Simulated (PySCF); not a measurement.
## Partial charges of `C[Si](Cl)(Cl)[Si](Cl)(Cl)Cl`

Species: CH3Cl5Si2.
SMILES with atom numbers: `[CH3:1][Si:2]([Cl:3])([Cl:4])[Si:5]([Cl:6])([Cl:7])[Cl:8]` (hydrogens: H9, H10, H11 on C1)

Cartesian coordinates in Å at the PBE0-D3(BJ)/def2-SVP level; atoms count from 1:
```
atom  x, y, z in Å
C1    -2.0196   -0.2123    0.1309
Si2   -0.7499    1.1317   -0.0049
Cl3   -1.0442    2.2132   -1.7358
Cl4   -0.8599    2.4072    1.6131
Si5    1.4096    0.2726   -0.0948
Cl6    1.8319   -0.6789    1.6783
Cl7    1.4635   -1.1291   -1.6007
Cl8    2.8275    1.7049   -0.4583
H9    -1.8508   -0.7988    1.0467
H10   -3.0305    0.2208    0.1637
H11   -1.9431   -0.8801   -0.7406
```

Density: PBE0/pcSseg-1 (PySCF); schemes: Mulliken, IAO, Hirshfeld and ESP-fitted. Isolated species at its PBE0-D3(BJ)/def2-SVP geometry, gas phase.

Question: Atoms with like bonding are taken together and averaged. Which atoms carry the lowest charge in the Mulliken, IAO, Hirshfeld and ESP-fitted schemes?

Answer: All schemes agree: Mulliken C1 (-0.601); IAO C1 (-0.727); Hirshfeld C1 (-0.208); ESP-fitted C1 (-0.662).

Question: For which atoms does the sign change between the 4 schemes (beyond +0.03 e in one, beyond −0.03 e in another)?

Answer: For none.

Question: At which atom do the 4 schemes differ most?

Answer: At Si5: from -0.005 (ESP-fitted) to +0.780 e (IAO), 0.785 e apart.

Question: Give the atomic charges in each scheme.

Answer: In e; atoms taken as equivalent share a row and are averaged (×n: the atom named and its like, n in all):

```tsv
atom	environment	Mulliken	IAO	Hirshfeld	ESP-fitted
C1	Si-methyl carbon	-0.601	-0.727	-0.208	-0.662
Si2	chlorine-bound silicon	+0.664	+0.823	+0.298	+0.353
Cl3/Cl4	silicon-bound chlorine	-0.278	-0.290	-0.112	-0.117
Si5	chlorine-bound silicon	+0.736	+0.780	+0.271	-0.005
Cl6/Cl7/Cl8	silicon-bound chlorine	-0.255	-0.275	-0.101	-0.033
H9/H10/H11	methyl hydrogen	+0.174	+0.176	+0.055	+0.215
```

Mean size of the charges over all atoms: IAO 0.387 e, Mulliken 0.350 e, ESP-fitted 0.182 e, Hirshfeld 0.134 e. Each set sums to the total charge, 0, to within 0.001 e. The Mulliken scheme counts on each atom the diagonal of the density matrix times the overlap matrix over that atom's basis functions.

Question: How many electrons does the ESP-fitted scheme count on Cl7?

Answer: Its own charge is -0.037 e, so Z − q = 17.037.

Question: How closely do the schemes follow one another over all atoms?

Answer: Correlation coefficient and root-mean-square difference: Mulliken with IAO 1.00, 0.064 e; IAO with Hirshfeld 1.00, 0.302 e; Mulliken with Hirshfeld 0.99, 0.247 e; IAO with ESP-fitted 0.75, 0.313 e; Mulliken with ESP-fitted 0.73, 0.279 e; Hirshfeld with ESP-fitted 0.70, 0.185 e.

The run behind these numbers computed NMR shieldings as well. The run took 25 s wall on an x86-64 server with one thread, no GPU (shared host).
